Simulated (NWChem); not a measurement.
F2Mg in NWChem

```xyz
3

Mg     0.0000     0.0000     0.0000
F      0.0000     0.0000     1.7682
F      0.0000     0.0000    -1.7682
```
Charge 0, spin multiplicity 1.

The numbers come from NWChem runs, not from measurements. The geometry was optimised at PBE/def2-SVP, a minimum by its harmonic frequencies.

Symmetry labels belong to the abelian group D2h used in the runs, with the axes of the coordinates shown; states degenerate in a higher group split over its labels.

The structure started from a generated list of species.

Task: List the lowest 4 singlet excitations that TD-PBE/def2-SVPD gives, with oscillator strengths.

Result: 
| state | symmetry | energy (eV) | wavelength (nm) | f |
|---|---|---|---|---|
| 1 | b2g | 5.82 | 213 | 0.000 |
| 2 | b3g | 5.82 | 213 | 0.000 |
| 3 | b3u | 5.99 | 207 | 0.060 |
| 4 | b2u | 5.99 | 207 | 0.060 |
